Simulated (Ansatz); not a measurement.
```yaml
crystal:
  periodic: [false, false, false]
  atoms:
    - {symbol: C, position_ang: [-1.142401, 0.799730, 1.159465]}
    - {symbol: Si, position_ang: [0.281441, 0.719789, -0.032731]}
    - {symbol: N, position_ang: [0.056009, -0.648544, -1.084653]}
    - {symbol: C, position_ang: [0.853453, -1.578593, -1.228917]}
    - {symbol: F, position_ang: [0.593948, -2.598520, -2.055388]}
    - {symbol: H, position_ang: [-1.051985, 1.676329, 1.805703]}
    - {symbol: H, position_ang: [-2.089446, 0.865398, 0.619779]}
    - {symbol: H, position_ang: [-2.089446, 0.865398, 0.619779]}
    - {symbol: H, position_ang: [1.578671, 0.611665, 0.702258]}
    - {symbol: H, position_ang: [0.326347, 1.925438, -0.897978]}
    - {symbol: H, position_ang: [1.829649, -1.739921, -0.759957]}
basis:
  gaussian: {orbitals: cc-pVDZ}
hamiltonian: {xc: {name: revPBE}, dispersion: d3bj}
```

```sh
$ ansatz run in.yaml --threads 4 --pin off --events-out ev --progress --plain --max-ram 10444MiB
```

It prints (some lines left out):

```
Error: two nuclei lie on one point
```

Task: Something in this input is off. What?

Result: One atom was put on top of another. The input was rejected before any iteration.
